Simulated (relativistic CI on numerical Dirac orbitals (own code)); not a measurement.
# How well does a small relativistic CI reproduce N⁴⁺?

Method of calculation: Dirac-Coulomb-Breit CI, separate exchange-only KLI orbitals for each configuration, model QED, valence Slater integrals scaled by 0.85, P86 correlation energy added to each configuration (own radial code, finite nucleus).

Configuration list (outside the closed core 1s2): 2s, 2p, 3s, 3p, 3d, 4s, 4p, 4f, 4d, 5s, 5p, 5g, 5f, 5d. Levels of other configurations are missing.

```csv
Configuration,Term (tabulated),J,Measured (cm⁻¹),Computed,Error,Purity (%)
2s,2S,1/2,0.0,0,0,100
3s,2S,1/2,456126.6,455925,-202,100
3p,2P°,1/2,477765.7,477650,-115,100
3p,2P°,3/2,477842.0,477721,-121,100
3d,2D,3/2,484404.3,482527,-1877,100
3d,2D,5/2,484426.3,482549,-1877,100
4s,2S,1/2,606348.8,606064,-285,100
4p,2P°,1/2,615141.0,614907,-234,100
4p,2P°,3/2,615173.8,614936,-238,100
4d,2D,3/2,617916.3,617278,-638,100
4d,2D,5/2,617925.5,617288,-638,100
4f,2F°,5/2,618059.3,620165,2106,100
4f,2F°,7/2,618064.1,620170,2106,100
5s,2S,1/2,673886.2,673808,-78,100
5p,2P°,1/2,678300.4,678271,-29,100
5p,2P°,3/2,678316.5,678286,-31,100
5d,2D,5/2,679717.6,679594,-124,100
```

Measured levels from Moore, Selected Tables of Atomic Spectra, NSRDS-NBS 3, section 4; pairs were made by configuration, J and term (by order where the table uses no LS term), so strongly mixed levels may be paired wrongly.

Mean error by configuration (cm⁻¹): 3s -202; 3p -118; 3d -1877; 4s -285; 4p -236; 4d -638; 4f 2106; 5s -78; 5p -30; 5d -124. Over the excited levels the mean absolute error is 669 cm⁻¹ (16 of the 16 excited levels that our extract of the source holds in range could be paired), and the median relative error of those above 1,000 cm⁻¹ is 0.041 %.
